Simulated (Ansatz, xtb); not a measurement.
# Two isomers of C5H6FNO2

We compare I, `COc1nc(C)oc1F`, a singlet, with II, `COC(=O)[C@H](F)CC#N`, a singlet. Both are isolated molecules in the gas phase, relaxed with PBE0-D3(BJ)/def2-SVP; the shapes shown needn't be the lowest conformers.

I (Å):

```xyz
15

C     0.7207   -2.0392    1.0242
C     1.6255    0.0277    0.4487
C     0.6551    1.9220    0.4714
C    -0.2796    3.0605    0.5930
C     2.5204    0.9660    0.0361
F     3.7692    0.9363   -0.3439
N     0.4422    0.6669    0.7196
O     1.8247   -1.2853    0.5793
O     1.9138    2.1702    0.0474
H     1.0608   -3.0809    1.0748
H     0.3811   -1.7109    2.0198
H    -0.1302   -1.9601    0.3284
H     0.0962    3.8106    1.3059
H    -0.4237    3.5634   -0.3758
H    -1.2455    2.6823    0.9471
```

II (Å):

```xyz
15

C    -0.6329   -0.3436    2.2866
C    -0.4108   -1.1458    0.1177
C     0.5411   -1.6875   -0.9410
C     0.3728   -0.9154   -2.2462
C     0.7858    0.4777   -2.1271
F     1.8375   -1.6534   -0.5354
N     1.1044    1.5837   -2.0155
O     0.1938   -0.8716    1.2574
O    -1.5853   -1.0075   -0.1030
H    -1.4340   -1.0524    2.5418
H     0.0226   -0.1777    3.1484
H    -1.0892    0.6031    1.9636
H     0.2505   -2.7383   -1.1199
H    -0.6886   -0.9523   -2.5349
H     0.9641   -1.3995   -3.0382
```

Q: Estimate which is lower in electronic energy at CCSD(T)/def2-SVP + ΔMP2/def2-TZVPP, and by roughly how much.

A: The CCSD(T)/def2-SVP + ΔMP2/def2-TZVPP calculation puts structure II lower, by 20.4 kcal/mol.

The same difference at several levels:

| level | geometry | E(II) − E(I) (kcal/mol) | departure from the last row (kcal/mol) | job, with rough time for the two |
| --- | --- | --- | --- | --- |
| PBE0-D3(BJ)/def2-SVP | PBE0-D3(BJ)/def2-SVP | −6.2 | +14.2 | optimisation, 74 s |
| HF/def2-SVP | PBE0-D3(BJ)/def2-SVP | −25.7 | −5.3 | part of the CCSD(T) run |
| MP2/def2-SVP | PBE0-D3(BJ)/def2-SVP | −21.3 | −0.9 | part of the CCSD(T) run |
| CCSD(T)/def2-SVP | PBE0-D3(BJ)/def2-SVP | −21.3 | −0.9 | single point |
| CCSD(T)/def2-SVP + ΔMP2/def2-TZVPP | PBE0-D3(BJ)/def2-SVP | −20.4 |  | single point, 3.2 min |

As drawn, II has 1 C=O, 2 C–C, 1 C≡N in place of 2 C∷N, 2 C∷O, 1 C∷C (∷ is an aromatic bond). Structure I has a 5-membered ring (with an aromatic ring), II no ring.

The levels shown agree on the order. The largest departure from CCSD(T)/def2-SVP + ΔMP2/def2-TZVPP is that of PBE0-D3(BJ)/def2-SVP, 14.2 kcal/mol. Levels run at GFN2-xTB geometries aren't shown. The last row adds to CCSD(T) the change of the MP2 difference between the two basis sets, here +0.9 kcal/mol.

With thermal terms from frequencies at re-optimised GFN2-xTB minima (ideal gas, soft modes damped towards free rotors, one conformer each, 298.15 K, 1 atm): on the last row, ΔE + ΔZPE = −21.6, ΔH = −21.0, ΔG = −22.4 kcal/mol.

The correlated steps freeze 9 core orbitals. Mirror images aren't counted in ΔG. Programs: Ansatz 0.2.0, xtb 6.7.1; the last row on 4 threads of Arm Neoverse V1 on a shared host.
